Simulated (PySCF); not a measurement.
Compound: C9H10FO (charge +1).
SMILES with atom numbers: `[O+:1]#[C:2][C@@H:3]([F:4])[C:5]#[C:6][CH2:7][CH:8]1[CH2:9][CH2:10][CH2:11]1` (hydrogens: H12 on C3; H13, H14 on C7; H15 on C8; H16, H17 on C9; H18, H19 on C10; H20, H21 on C11)

Structure used (PBE0-D3(BJ)/def2-SVP), in Å, numbered top down from 1:
```xyz
21
C9H10FO angstrom
O      3.2861    1.9487    1.2564
C      3.5330    0.9200    0.8948
C      3.7341   -0.4788    0.3706
F      4.3187   -1.2065    1.3324
C      2.3711   -0.8058    0.0360
C      1.2044   -1.0508   -0.2222
C     -0.1850   -1.2897   -0.5132
C     -0.9809    0.0190   -0.6356
C     -2.5152   -0.0913   -0.7328
C     -2.6075    1.1652    0.1546
C     -1.1566    0.9104    0.6079
H      4.4021   -0.3874   -0.5124
H     -0.2602   -1.8794   -1.4432
H     -0.6029   -1.9084    0.3006
H     -0.5856    0.6036   -1.4819
H     -2.8871   -0.9865   -0.2097
H     -2.9639   -0.0616   -1.7357
H     -2.6926    2.0832   -0.4449
H     -3.3851    1.1831    0.9303
H     -0.4883    1.7779    0.7216
H     -1.1237    0.3168    1.5362
```

Method used: PBE0-D3(BJ)/def2-SVP geometry optimisation, gas phase (PySCF 2.14.0).

Masses are those of the commonest isotopes; rigid-rotor values at the optimised geometry. The values belong to one conformer with, in the numbering `[O+:1]#[C:2][C@@H:3]([F:4])[C:5]#[C:6][CH2:7][CH:8]1[CH2:9][CH2:10][CH2:11]1`, C6–C7–C8–C9 -171°, C7–C8–C9–C10 142°, C8–C9–C10–C11 -19°, C9–C10–C11–C8 19°, C7–C8–C11–C10 -140°.

Q: What are A, B and C (MHz)?

A: Ia = 229.95, Ib = 1070.88, Ic = 1242.40 u·Å²; 505379 MHz·u·Å²/I gives A = 2198, B = 471.9, C = 406.8 MHz.

Q: Classify the top.

A: A near-prolate asymmetric top: κ = (2 × 471.9 − 2198 − 406.8)/(2198 − 406.8) = -0.93.

Q: What does the inertial defect say?

A: Not planar: Δ = Ic − Ia − Ib = -58.43 u·Å². For a rigid frame Δ = −2 Σ m c², so Σ m c² = 29.21 u·Å² lies off the ab plane: 10.88 from hydrogen and 18.33 from heavier atoms. The atom farthest from that plane is 1.53 Å away.

Q: Give the other two planar moments, Paa and Pbb, and the rms extents of the mass along the axes.

A: Paa = Σ m a² = (Ib + Ic − Ia)/2 = 1041.66 and Pbb = Σ m b² = (Ia + Ic − Ib)/2 = 200.73 u·Å². With the mass M = 153.07 u, the rms extents √(P/M) along a, b and c are 2.61, 1.15, 0.44 Å.

Q: Where do the levels up to J = 4 lie, in MHz?

A: Above 0(0,0):
J = 1: 1(0,1) 879, 1(1,1) 2605, 1(1,0) 2670
J = 2: 2(0,2) 2634, 2(1,2) 4297, 2(1,1) 4492, 2(2,1) 9670, 2(2,0) 9672
J = 3: 3(0,3) 5263, 3(1,3) 6834, 3(1,2) 7225, 3(2,2) 12306, 3(2,1) 12315, 3(3,1) 21100, 3(3,0) 21100
J = 4: 4(0,4) 8760, 4(1,4) 10215, 4(1,3) 10866, 4(2,3) 15820, 4(2,2) 15847, 4(3,2) 24618, 4(3,1) 24618, 4(4,1) 36924, 4(4,0) 36924

Q: Which lines would a microwave search look for?

A: The dipole components (about the centre of mass, as the species is charged) are |μa| = 4.96 D, |μb| = 0.82 D, |μc| = 2.11 D. Intensities carry the squares of the components, which stand as 1.00 : 0.03 : 0.18 (a : b : c). Some lines, for components of 0.1 D or more:

```tsv
type	branch	J(Ka,Kc)	MHz	lower level (cm⁻¹)
c	Q	5(1,5) ← 5(0,5)	1320	0.438
a	R	2(0,2) ← 1(0,1)	1756	0.029
a	R	3(1,3) ← 2(1,2)	2537	0.143
a	R	4(1,4) ← 3(1,3)	3381	0.228
a	R	4(0,4) ← 3(0,3)	3497	0.176
a	R	5(0,5) ← 4(0,4)	4358	0.292
c	R	3(2,1) ← 2(1,1)	7823	0.150
b	Q	5(3,3) ← 5(2,4)	8808	0.674
c	Q	5(4,2) ← 5(3,2)	12303	0.968
c	R	5(3,3) ← 4(2,3)	13198	0.528
b	Q	5(5,0) ← 5(4,1)	15822	1.378
b	R	4(4,1) ← 3(3,0)	15824	0.704
c	R	5(5,1) ← 4(4,1)	20220	1.232
b	R	5(5,0) ← 4(4,1)	20220	1.232
```

Q: Estimate the classical rotational partition function at 25 K, 50 K and 100 K.

A: Point group C1, symmetry number σ = 1; q = (√π/σ)·√((kT/h)³/(ABC)), k/h = 20836.6 MHz/K: 32400 at 25 K, 91800 at 50 K, 260000 at 100 K.

No frequency check. Zero-point vibration and centrifugal distortion are left out.
